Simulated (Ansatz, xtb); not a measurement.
**BCuFHO2S: 3 structures ranked**

3 gas-phase structures of BCuFHO2S, found in a search over its isomers (lower ones may exist). Each was relaxed with GFN2-xTB:

A. a singlet given by its coordinates
B. a singlet given by its coordinates
C. `FB(OS)[O][Cu]`, a singlet

B (Å):

```xyz
7

B    -0.7051    0.0172    0.6123
Cu    0.2424    0.2927   -1.9214
F    -1.4950   -0.3049    1.6416
O    -1.1961   -0.3294   -0.6491
O     0.4351    0.6104    0.8209
S     1.5879    1.0974   -0.3908
H    -2.0521   -0.7647   -0.6751
```

Close contacts (Å): B1–F3 1.34, B1–O4 1.40, B1–O5 1.30, Cu2–O4 2.02, Cu2–S6 2.19, O5–S6 1.74, O4–H7 0.96.

A (Å):

```xyz
7

B     1.8958    1.1643   -1.0071
Cu    3.6180   -0.1894   -0.1138
F     0.9356    1.9353   -1.5200
O     1.5950    0.4411    0.1807
O     3.0977    0.9665   -1.4273
S     0.1369    0.4197    1.0518
H    -0.5060    1.3244    0.3007
```

Close contacts (Å): B1–Cu2 2.37, B1–F3 1.33, B1–O4 1.42, B1–O5 1.29, Cu2–O4 2.14, Cu2–O5 1.83, O4–S6 1.70, S6–H7 1.34.

Problem. Make a reasoned guess at their ranking by r2SCAN-D4/def2-SVP single-point energy.

Solution. Calculated order at r2SCAN-D4/def2-SVP: B (0.0), A (23.9), C (27.9) kcal/mol.

Energies above the lowest of each column, in kcal/mol:

```json
{"structure": "B", "GFN2-xTB": "0.0", "HF/STO-3G": "0.0", "r2SCAN-D4/def2-SVP": "0.0"}
{"structure": "A", "GFN2-xTB": "6.2", "HF/STO-3G": "2.1", "r2SCAN-D4/def2-SVP": "23.9"}
{"structure": "C", "GFN2-xTB": "10.7", "HF/STO-3G": "0.8", "r2SCAN-D4/def2-SVP": "27.9"}
```

Every level run on B puts it lowest or level with the lowest. Some further structures that were screened fall inside this span and aren't listed. Flexible structures stand in one conformer each, not always the lowest. Frequencies (B3LYP/6-31G*) were run for B alone.

Programs: Ansatz 0.2.0, xtb 6.7.1 (Pople sets with spherical d functions).
